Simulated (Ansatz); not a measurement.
A further run on Ru₃H.

```yaml
crystal:
  periodic: [false, false, false]
  atoms:
    - {symbol: Ru, position_ang: [0.208788, 0.155718, -0.953953]}
    - {symbol: Ru, position_ang: [1.378223, -0.300354, 1.173874]}
    - {symbol: Ru, position_ang: [-0.900558, -1.240620, 0.365562]}
    - {symbol: H, position_ang: [-0.686453, 1.385246, -0.585484]}
basis:
  gaussian: {orbitals: def2-SVP}
magnetization: {spin_polarized: true, initial_magnetization: 1}
hamiltonian: {xc: {name: wB97X}}
scf: {omitted_lower_state_checks: [starts]}
```

```sh
$ ansatz run in.yaml --threads 4 --pin off --events-out ev --progress --plain --max-ram 3916MiB
```

Output, abridged:

```
Functional definition: wB97X
1047 factors; integrals over basis functions are off by at most 9.8e-4 eV
260 factors; integrals over basis functions are off by at most 9.9e-6 eV
mean field evaluation 1: about -7736.1737 eV, gradient 5.9e1 eV
mean field evaluation 2: about -7391.8719 eV, gradient 1.9e2 eV
mean field evaluation 4: about -7738.7685 eV, gradient 5.4e1 eV
mean field evaluation 8: about -7740.0386 eV, gradient 5.2e1 eV
mean field evaluation 16: about -7755.8400 eV, gradient 6.4e-1 eV
mean field evaluation 32: about -7755.9288 eV, gradient 2.0e-5 eV
mean field -7755.92882856 eV, -285.0251272921 hartree, gradient 9.1e-6 eV, S^2 3.148838; 0 other end points of the search recorded, 0 dependent functions left out
reference -7755.92879389 eV, -285.0251260180 hartree; 25, 24 occupied and 73, 74 virtual orbitals, 1047 factors
Total energy: -7755.92879389 eV, -285.0251260180 hartree
Checks for a lower state left out: starts
```

Hardware: 4 threads of Arm Neoverse V2 on a shared host. Wall time 47 s, peak host memory 0.6 GiB.

In the def2 sets Ru takes a core potential; there is no spin–orbit coupling. The charge 0 doublet is spin-contaminated (final ⟨S²⟩ up to 3.15, 0.75 for a pure state).
